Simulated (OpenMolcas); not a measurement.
# Pr4+: moving the ligands

Pr4+ with its 6 nearest chloride ions at 2.552 Å, on the Zr site of Cs2ZrCl6 (a = 10.407 Å, distance in the model lattice 2.446 Å). The rest of the host is ab initio model potentials to 7.6 Å and point charges beyond; the distance is set by hand and nothing relaxes. Ligand basis ANO-RCC-VDZP.
```
Pr    0.0000    0.0000    0.0000
Cl    2.5520    0.0000    0.0000
Cl    0.0000    2.5520    0.0000
Cl   -2.5520    0.0000    0.0000
Cl    0.0000   -2.5520    0.0000
Cl    0.0000    0.0000    2.5520
Cl    0.0000    0.0000   -2.5520
```

```json
{
  "Program": "OpenMolcas 26.06",
  "Method": "SS-CASPT2, IPEA 0.25 Eh, imaginary shift 0.1 Eh (closed shells correlated: 5s 5p and the ligand valence shells)",
  "Basis": "ANO-RCC-VDZP [7s6p4d2f1g]",
  "Scalar Hamiltonian": "DKH2, point nucleus",
  "Active space": "1 electron in 7 orbitals (4f)",
  "State averaging": "2S+1 = 2 odd, 7 roots",
  "Spin-orbit coupling": "state interaction with AMFI integrals over the reference wave functions"
}
```

Runs around this geometry, states (labels of O, the rotations of Oh). Energies in cm-1 above the lowest state or level, χT in cm3 K/mol.

```tsv
R (Å)	Ground state	First state of that spin	First gap with spin-orbit (degeneracies)	Width of lowest J	χT at 300 K
2.446	2A2	2T2 740	1480 (2, 4)	1483	0.299
2.552	2A2	2T2 650	1300 (2, 4)	1301	0.332
2.61	2A2	2T2 550	1240 (2, 4)	1243	0.345
```

Taking the width of the lowest J multiplet as R^-n, n = -ln(1243 / 1483) / ln(2.61 / 2.446) = 2.7 between the shortest and longest distance.

Roots that are degenerate in the reference are averaged as groups; the widest CASPT2 spread within a group is 120 cm-1 (the 3-fold group of multiplicity 2 near 3270 cm-1 above the lowest state of its run, R = 2.446). Shifts and gaps below about the spread of the groups concerned are not significant. Over all roots computed the reference weight is 0.67 in R = 2.446, 0.67 in R = 2.552, 0.67 in R = 2.61; a low but even weight reflects the number of correlated electrons. Splittings of an f shell from a small cluster at a set distance can be off by tens of per cent, mostly too small. No measured value stands beside these numbers; the geometry was set by hand and not optimised.
